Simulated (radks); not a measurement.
Problem. The rubidium ion Rb+, [Kr]. Calculated with a radial shooting solver on a logarithmic mesh with Libxc functionals: non-relativistic Kohn-Sham, PBE, spin-polarised, spherical densities, point nucleus. Every spin shell is full or empty, so the densities are truly spherical. Functionals are evaluated on that one density, not self-consistently. Rank these exchange functionals by their error against the exact value of the orbitals, and give that value: LDA, B88, revPBE, RPBE, PW91, PW86, OPTX, APBE, SCAN.

Solution. Exact: -97.7161 hartree. From best to worst, with 100 (|E| - |E exact|)/|E exact| (equal figures are ties): PW86 0.00, PW91 +0.01, B88 +0.05, RPBE -0.18, revPBE -0.25, SCAN +0.25, APBE +0.40, OPTX +0.90, LDA -5.48.
